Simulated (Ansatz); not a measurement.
Total energies of `[CH3][V]([F])([F])=[S]`.

```tsv
atom	x (Å)	y (Å)	z (Å)
C1	0.004	-0.238	1.014
V2	0.046	0.154	-0.933
F3	1.681	0.528	-1.299
F4	-0.629	-1.225	-1.702
S5	-1.135	1.747	-1.094
H6	0.652	-1.115	1.117
H7	0.399	0.612	1.572
H8	-1.017	-0.463	1.325
```

Total charge 0; spin multiplicity 1. Correlated methods include outer-core shells of V, which these sets cover unevenly. Scalar relativity is left out up to krypton. The structure was optimised at the PBE0-D4/def2-TZVP level. Basis def2-TZVPP, the Gaussian-basis code of Ansatz.

RPA on PBE orbitals: Hartree–Fock energy of these orbitals -1578.89551 Eh, correlation -2.20527 Eh (frozen core).

| functional | energy without D4 (Eh) | D4 term (kJ/mol) |
| --- | --- | --- |
| LDA (SPW92) | -1576.95518 | – |
| PBE | -1581.45823 | -17.0 |
| r2SCANh | -1581.87633 | -4.3 |
| r2SCAN0 | -1581.80731 | -4.8 |
| HSE06 (plane-wave form) | -1581.42939 | -13.6 |
| BHLYP | -1581.85545 | -22.8 |
| CAM-B3LYP | -1582.01898 | -14.8 |
| ωB97M-V | -1581.87298 | – |
| B2PLYP | -1581.64907 | – |
| PBE-QIDH | -1581.23332 | – |

(1) Give the same for revPBE, BLYP, r2SCAN, B97M-V, PBE0, B3LYP, LC-ωPBE, ωB97X-V. (An estimate is asked.)

B3LYP takes the VWN-RPA correlation (the form of Gaussian; ORCA's B3LYP/G). HSE06 is the plane-wave form, built on full-range PBE exchange. The double hybrids freeze the cores in their second-order part.

Answers

(1) Ansatz gave: 
```tsv
functional	energy without D4 (Eh)	D4 term (kJ/mol)
revPBE	-1581.83985	-46.1
BLYP	-1582.09942	-36.7
r2SCAN	-1581.92456	-4.0
B97M-V	-1581.66372	–
PBE0	-1581.45464	-14.5
B3LYP	-1582.09461	-27.7
LC-ωPBE	-1581.59280	–
ωB97X-V	-1581.75595	–
```

LC-ωPBE has ω = 0.4 bohr⁻¹.
